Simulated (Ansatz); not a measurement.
CH₄AlClS (`C[S][AlH][Cl]`), relaxed with RKS PBE0-D4/def2-TZVP in the Gaussian-basis code of Ansatz from a PBE-D4/def2-SVP geometry. The force threshold is 0.005 eV/Å; the program also tests the step.

Charge 0, multiplicity 1.

Start:

```xyz
8

C    -0.623    0.046   -1.301
S    -1.197    0.218    0.445
Al    0.690   -0.048    1.505
Cl    0.643    0.061    3.615
H     0.458   -0.186   -1.371
H    -1.196   -0.770   -1.780
H    -0.822    0.994   -1.836
H     2.047   -0.316    0.723
```

(1) By how much does the energy fall, and how many steps does the optimiser take? (Best estimate.)

(2) Which bonds change most? (An estimate is asked.)

(3) Give the relaxed structure. (Best estimate.)

## Answers

(1) Ansatz gave: 2.98 kJ/mol, in 7 steps.

(2) Computed: S2–Al3 from 2.181 to 2.158 Å; C1–S2 from 1.847 to 1.824 Å; Al3–Cl4 from 2.114 to 2.092 Å; C1–H5 from 1.108 to 1.091 Å.

(3) Computed: 
```xyz
8

C    -0.614    0.050   -1.287
S    -1.187    0.237    0.434
Al    0.674   -0.051    1.488
Cl    0.646    0.055    3.577
H     0.456   -0.152   -1.342
H    -1.155   -0.776   -1.746
H    -0.830    0.970   -1.829
H     2.011   -0.333    0.707
```
